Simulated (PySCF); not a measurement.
# Ionisation energy of Ca by level of theory

Ca [Ar] 4s2 → Ca⁺ [Ar] 4s1 [4s1/2^1, M_J = 1/2], as a difference of total energies. Calculation: PySCF 2.14, in x2c-TZVPPall-2c; the two-component X2C-1e Hamiltonian. Correlated levels: [Ne] frozen; the 6 highest virtual spinors dropped. "Screened" scales the spin-orbit matrix elements by Boettger's factors to mimic the two-electron term; Breit and QED terms are absent.

```tsv
method	ionisation energy (eV)	error (eV)
GHF (screened spin-orbit)	5.139	-0.974
GMP2 (screened spin-orbit)	5.885	-0.228
```

Reference: 6.113 eV (measured; NIST Atomic Spectra Database, ionization energies).

Errors of the correlated levels include the incompleteness of this basis and the frozen core.

MP2 underrates the near-degeneracy of ns² with np² in the lower species.
